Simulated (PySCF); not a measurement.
Spectrum to structure. Method used: PySCF, TDDFT PBE0/def2-SVPD, vertical, gas phase, core orbitals frozen in the response. Geometries: GFN2-xTB, one conformer each.

```
state  ν̃ (cm⁻¹)       f   main configurations (H = HOMO, L = LUMO)
   S1      47070  0.0007                                H→L+1 (90%)
   S2      52560  0.0059                     H-1→L (87%), H→L (10%)
   S3      53560   0.014                     H→L (86%), H-1→L (10%)
   S4      57550   0.202                              H-1→L+1 (84%)
   S5      60120  0.0030  H-1→L+2 (73%), H→L+2 (13%), H-1→L+3 (10%)
   S6      60920   0.010                 H→L+2 (73%), H-1→L+2 (14%)
```

Orbital energies (eV): HOMO-3 -9.89, HOMO-2 -9.75, HOMO-1 -7.33, HOMO -7.26, LUMO 0.41, LUMO+1 0.78, LUMO+2 1.15.

Task: Which candidate is it?
A. `CO/C=C\N(C)C`
B. `OCc1cc(Cl)no1`
C. `CC(NC(=O)C)C`

Result: C. Its S1 lies at 5.84 eV; the nearest of the others has S1 at 6.21 eV. S1 is HOMO→LUMO+1 (90%). S1 has the pattern of n→π* at C=O. At the same level the other candidates give, for their lowest levels:
- `CO/C=C\N(C)C`: 4.68 eV (f 0.045); 5.27 eV (f 0.015); 5.46 eV (f 0.111); 5.84 eV (f 0.266); 5.94 eV (f 0.006); T1 3.76 eV; HOMO -5.07, LUMO 0.70 eV
- `OCc1cc(Cl)no1`: 6.21 eV (f 0.146); 6.34 eV (f 0.028); 6.37 eV (f 0.027); 6.73 eV (f 0.050); 7.16 eV (f 0.007); T1 4.16 eV; HOMO -7.99, LUMO -1.04 eV

The values belong to the conformer `[CH3:1][C:2](=[O:3])[NH:4][CH:5]([CH3:6])[CH3:7]`: C1–C2–N4–C5 180°, C2–N4–C5–C6 115°.
Triplets come from the Tamm–Dancoff approximation.
